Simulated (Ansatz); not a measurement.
System: CH₄BS, charge 0, doublet. CH4BS (SMILES [BH]SC, doublet).
B3LYP-D3(BJ)/def2-TZVP minimum from Ansatz (a quantum-chemistry and plane-wave program):
```xyz
7

B     -0.7412     1.3559     0.5443
H     -1.2476     2.0119    -0.3014
S      0.1449    -0.1148     0.5698
C      0.2827    -0.7318    -1.1735
H     -0.1791    -1.7157    -1.2238
H      1.3385    -0.8049    -1.4262
H     -0.2201    -0.0435    -1.8465
```
Charge 0, spin multiplicity 2.

Total energies in hartree (Ansatz). UHF or UKS for unpaired electrons; spin-orbit terms are left out. Cores are frozen in correlated methods. No relativity. For partners of very few electrons the exact lower level stands in for a higher one.

| species | HF/cc-pV(T+d)Z | CCSD(T)/cc-pV(T+d)Z | HF/cc-pV(Q+d)Z | CCSD(T)/cc-pV(Q+d)Z | CCSD(T)/cc-pV(D+d)Z | CCSDT(Q)/cc-pV(D+d)Z |
|---|---|---|---|---|---|---|
| 1: CH4BS (SMILES [BH]SC, doublet) | -462.40689 | -462.89942 | -462.41436 | -462.93550 | -462.77385 | -462.77599 |
| 2: B (doublet) | -24.53207 | -24.59810 | -24.53297 | -24.60084 | -24.58941 | -24.58977 |
| 3: H (doublet) | -0.49981 | -0.49981 | -0.49995 | -0.49995 | -0.49928 | -0.49928 |
| 4: S (triplet) | -397.50938 | -397.65444 | -397.51264 | -397.66785 | -397.60412 | -397.60456 |
| 5: C (triplet) | -37.69157 | -37.78076 | -37.69331 | -37.78654 | -37.76038 | -37.76071 |

Work out the atomisation energy (electronic, to ground-state atoms) in kcal/mol: take Hartree-Fock from cc-pV(Q+d)Z, extrapolate the CCSD(T) correlation energy as X^-3 (X = 3, 4), and add CCSDT(Q) - CCSD(T) in cc-pV(D+d)Z. 1 hartree = 627.51 kcal/mol.


Species 1: correlation (64·(-0.52114) - 27·(-0.49253))/37 = -0.54202; step -0.00214; E1 = -462.41436 + (-0.54202) + (-0.00214) = -462.95852
Species 2: correlation (64·(-0.06787) - 27·(-0.06603))/37 = -0.06921; step -0.00036; E2 = -24.53297 + (-0.06921) + (-0.00036) = -24.60254
Species 3: correlation (64·(0.00000) - 27·(0.00000))/37 = 0.00000; step +0.00000; E3 = -0.49995 + (0.00000) + (+0.00000) = -0.49995
Species 4: correlation (64·(-0.15521) - 27·(-0.14506))/37 = -0.16262; step -0.00044; E4 = -397.51264 + (-0.16262) + (-0.00044) = -397.67570
Species 5: correlation (64·(-0.09323) - 27·(-0.08919))/37 = -0.09618; step -0.00033; E5 = -37.69331 + (-0.09618) + (-0.00033) = -37.78982
-1·E1 +1·E2 +4·E3 +1·E4 +1·E5 = 0.89066 hartree = 558.9 kcal/mol.
